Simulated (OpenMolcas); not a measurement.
# Multiplet structure of Mo³⁺

```yaml
Program: OpenMolcas
Method: "SS-RASPT2, IPEA 0.25 Eh, imaginary shift 0.1 Eh (closed shells correlated: 4s)"
Basis: ANO-RCC-VQZP [8s7p5d3f2g1h]
Scalar_Hamiltonian: DKH2, point nucleus
Active_space: 9 electrons in 8 orbitals (RAS1 4p, at most 2 holes; RAS2 4d)
State_averaging: 2S+1 = 4 even, 10 roots; 2S+1 = 2 even, 40 roots
Spin-orbit_coupling: state interaction with AMFI integrals over the reference wave functions, term energies averaged over their components
```

Spin-free terms above the lowest, with the occupations of the reference:

```tsv
Configuration	Term	E (cm-1)	Occupations
4d3	4F	0.0	4p 5.98 4d 3.02
4d3	4P	9870	4p 5.97 4d 3.03
4d3	2G	10580	4p 5.98 4d 3.02
4d3	2P	12640	4p 5.97 4d 3.03
4d3	2H	14330	4p 5.98 4d 3.02
4d3	2D(1)	15050	4p 5.97 4d 3.03
4d3	2F	23660	4p 5.97 4d 3.02
4d3	2D(2)	37980	4p 5.97 4d 3.03
```

With spin-orbit coupling, above the lowest level:

```tsv
Configuration	Term	J	E (cm-1)	Measured (cm-1)	Term weight %	Second
4d3	4F	3/2	0.0	0.0	99	
4d3	4F	5/2	794	778	100	
4d3	4F	7/2	1791	1760	99	
4d3	4F	9/2	2920	2865	98	
4d3	4P	3/2	10630	10331	80	17 2P
4d3	4P	1/2	10700	10338	91	9 2P
4d3	2G	7/2	11810	11580	99	
4d3	4P	5/2	12030	11612	99	
4d3	2G	9/2	12530	12311	83	15 2H
4d3	2P	1/2	14270	14348	91	9 4P
4d3	2P	3/2	14400		49	32 2D(1)
4d3	2H	9/2	16240	15995	85	15 2G
4d3	2H	11/2	16590	16357	100	
4d3	2D(1)	3/2	17420	17107	64	33 2P
4d3	2D(1)	5/2	17530	16809	98	
4d3	2F	7/2	25360	24787	100	
4d3	2F	5/2	25700	25100	99	
4d3	2D(2)	5/2	39750	38922	99	
4d3	2D(2)	3/2	40220	39231	100
```

Against the 17 measured excited levels shown (Sugar and Musgrove, J. Phys. Chem. Ref. Data 17, 155 (1988)) the mean absolute deviation is 370 cm-1; the largest miss in energy is 4d3 2D 3/2(2): computed 40220, measured 39231 cm-1 (+2.5 %), and the largest in proportion 4d3 2D 5/2(1) (+4.3 %).

Spin-orbit coupling puts the lowest level 1847 cm-1 below the lowest spin-free term.

A least-squares Racah fit to the terms below 60000 cm-1, each weighted by 2L + 1 and with a free common offset, gives B = 662 cm-1 and C = 2675 cm-1 (C/B = 4.04), with an rms deviation of 384 cm-1.

For 4F the intervals divided by the larger J are 317.7, 284.9, 250.2 cm-1. Landé's interval rule makes them equal in pure LS coupling; they differ by 24 % of their mean. The multiplet is regular.

CASPT2 breaks the degeneracy within a term, and the mean is taken; among the terms shown or strongly mixed into the levels shown the widest spread is 180 cm-1 (4d3 4F). Active for correlation alone: 4p; no level in the range computed is led by a configuration that opens it, so any true level of that kind is missing. Computed and measured levels are paired by configuration, term and J; levels that our copy of the source lacks, or whose pairing is in doubt (as where it misses far off the trend of its configuration), stay unpaired and out of the deviations. Only configurations of the active space appear. The first state left out of the spin-orbit step lies near 610000 cm-1 above the lowest spin-free state of the reference (among the parities and spins computed), and the list stops at four fifths of that energy or lower.

The term weight is that of the spin-free term in the level, not the purity of its configuration. A number in round brackets counts repeated terms of one configuration in the order of the reference energies.
